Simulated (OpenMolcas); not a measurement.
**5d along the 69-electron sequence**

```
Program             : OpenMolcas
Method              : CASSCF
Basis               : ANO-RCC-VQZP
Scalar Hamiltonian  : DKH2, point nucleus
Spin-orbit coupling : state interaction with AMFI integrals over the reference wave functions, term energies averaged over their components
```

Active space for each ion: 1 electron in 10 orbitals (5d 6d).

Computed levels in cm-1 above 2D 3/2:

```
                               Level  Hf3+  Ta4+   W5+   Re6+   Os7+
                              2D 5/2  4990  6777  8627  10783  13070
weight of 2D in the lowest level (%)   100   100   100    100    100
```

Measured, with the error of the calculation in %. Measured levels: W5+ from the list in J. Phys. B 45, 035002 (2012).

```csv
Level,W5+
2D 5/2,8709 (-1.0)
```

The fine-structure level 2D 5/2 changes by a factor of 2.62 from Hf3+ to Os7+. Its fourth root runs 8.40, 9.07, 9.64, 10.19, 10.69, with steps per unit of Z of 0.67, 0.56, 0.55, 0.50; equal steps would mean a (Z - σ)^4 law with constant σ.

With one active electron outside closed inactive shells, the extra shells (6d) add no correlation to the reference. With one active electron the reference holds no correlation, so core polarisation is missing. Computed and measured levels are paired by configuration, term and J; levels that our copy of the source lacks, or whose pairing is in doubt (as where it misses far off the trend of its configuration), stay unpaired and out of the deviations. Levels of configurations outside the active space are missing.
